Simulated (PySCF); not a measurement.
SMILES FC1=CC2(C=C1)CCC2, C$_{8}$H$_{9}$F

Geometry:
```tsv
atom	x (Å)	y (Å)	z (Å)
F1	3.592	-1.051	0.284
C2	2.385	-0.521	0.162
C3	1.206	-1.162	0.253
C4	0.126	-0.150	0.052
C5	0.877	1.135	-0.166
C6	2.202	0.906	-0.099
C7	-0.994	-0.391	-1.008
C8	-2.006	0.261	-0.053
C9	-1.025	-0.014	1.098
H10	1.045	-2.222	0.442
H11	0.390	2.094	-0.349
H12	3.017	1.621	-0.212
H13	-0.840	0.045	-2.006
H14	-1.180	-1.470	-1.118
H15	-3.009	-0.185	0.012
H16	-2.121	1.338	-0.248
H17	-0.897	0.742	1.886
H18	-1.219	-0.988	1.570
```

Level of theory: quadratic response CAM-B3LYP/aug-cc-pVDZ first hyperpolarisability, Taylor convention, gas phase in PySCF. Geometry: PBE0-D3(BJ)/def2-SVP.

Q: Give the tensor of the second harmonic β(−2ω;ω,ω) at 1064 nm in the axes of these coordinates.

A: In au, Taylor convention; rows are the first index (the induced dipole):
|  | xx | yy | zz | xy | xz | yz |
| --- | --- | --- | --- | --- | --- | --- |
| x | +82.5 | +2.0 | +31.9 | -60.9 | +12.0 | +4.5 |
| y | -55.3 | +2.1 | -7.2 | +8.4 | +2.8 | -3.5 |
| z | +11.1 | -4.3 | +7.8 | +2.7 | +28.6 | -10.9 |

Norm of βᵢ = ⅓ Σⱼ (βᵢⱼⱼ + βⱼᵢⱼ + βⱼⱼᵢ): 136.8 au, hyper-Rayleigh value 58.1 au.
